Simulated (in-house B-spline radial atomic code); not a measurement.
Configurations of Pd IV (Pd3+), with energies counted from [Kr] 4d7. Computed with a radial B-spline atomic code at the basis-set limit: scalar-relativistic (X2C) TPSSh, spin-polarised, spherical fractional occupations, exact exchange averaged over the configuration, Fermi nucleus of rms radius 4.5318 fm. Shells without spins written out take the highest spin.

Occupations are held fixed; configurations that lie above the ionisation limit could autoionise.

```csv
configuration,E - E(ref) (eV),highest orbital,its <r> (bohr)
[Ar] 3d10 4s2 4p5 4d8,50.724,4d down,1.301
[Ar] 3d10 4s2 4p5 4d7 5d1,79.735,5d up,3.647
[Ar] 3d10 4s2 4p5 4d7 5f1,88.569,5f up,6.21
```

Question: Order these further configurations by energy, lowest first.
A. [Ar] 3d10 4s2 4p5 4d7 4f1
B. [Kr] 4d6 5f1
C. [Kr] 4d6 4f1
D. [Ar] 3d10 4s2 4p5 4d7 5s1

Answer: C (32.096 eV), B (36.959 eV), D (61.377 eV), A (83.692 eV).
